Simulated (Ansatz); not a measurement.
Ideal-gas functions of Br₂FHSi (`F[SiH](Br)Br`) at 298.15 K and 1 bar, from an Ansatz frequency run at PBE0-D4/def2-TZVP.

Molar mass 207.9 g/mol, point group Cs (symmetry number 1), electronic degeneracy 1, moments of inertia 136.345, 532.302, 643.233 u Å². Harmonic wavenumbers (cm⁻¹, unscaled): 118, 206, 249, 411, 498, 787, 807, 921, 2307.

Use S(trans) = R[1.5 ln M + 2.5 ln T − 1.1517]; rotational temperatures θ = 24.2544 K / I; S(rot) = R[ln(√π/σ · √(T³/θAθBθC)) + 1.5]; for each mode x = 1.438777 ν̃/T, S = R[x/(eˣ − 1) − ln(1 − e⁻ˣ)] and H = RT x/(eˣ − 1); 1 cm⁻¹ = 0.0119627 kJ/mol; R = 8.31446 J/(mol·K).

Problem. By hand: the entropy, in J/(mol·K).

Solution. Translation 175.4. Rotation: θ = 0.1779, 0.0456, 0.0377 K, giving 121.9. Vibration, mode by mode: 13.11, 8.70, 7.27, 3.86, 2.77, 0.91, 0.84, 0.54, 0.00, in all 38.0. Electronic 0.0. Sum 335.3 J/(mol·K).

Problem. By hand: H − E and G − E in kJ/mol, counted from the electronic energy.

Solution. Zero-point energy ½ × 6304 × 0.0119627 = 37.7; thermal vibration 6.5; translation, rotation and pV give 4 RT = 9.9. H − E = 54.1 kJ/mol, and G − E = 54.1 − 298.15 × 335.3/1000 = -45.9 kJ/mol.

Vibration gives 11 % of the entropy, 13.1 J/(mol·K) of it from the mode under 150 cm⁻¹: soft modes count most, and the harmonic formula is weakest for them.
